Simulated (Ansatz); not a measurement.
System: sum formula WO2Cl, net charge 1, singlet state. 
Coordinates optimised at B3LYP-D3(BJ)/def2-TZVP (Ansatz, an electronic-structure program):
```xyz
4

W      0.1877     0.0219     0.2509
O      1.3946    -0.8143    -0.5703
O     -0.6963    -1.1812     1.0263
Cl    -1.1459     0.8435    -1.3068
```
Charge +1, spin multiplicity 1.

Basis-set convergence of Hartree-Fock and MP2 correlation energies (hartree) with Ansatz. Cores are frozen in the correlated levels unless marked. No spin-orbit coupling. Frozen are the shells of the preceding noble gas and the d and f shells that filled before the atom's block. In def2 rows, elements after Kr have scalar-relativistic effective core potentials.

The Hartree-Fock reference is unstable (checked in the largest basis), which strains HF and MP2. The T1 diagnostic of CCSD in the largest basis is 0.030, which is high, so the coupled-cluster rows are less sure than usual.

```json
[
 {"basis": "def2-SVP", "functions": "78", "E(HF)": "-675.04948", "E(corr, MP2)": "-0.79095"},
 {"basis": "def2-TZVPP", "functions": "160", "E(HF)": "[?]", "E(corr, MP2)": "[?]"}
]
```

What belongs in the gaps?


- def2-TZVPP, E(HF): -675.43792
- def2-TZVPP, E(corr, MP2): -0.95466
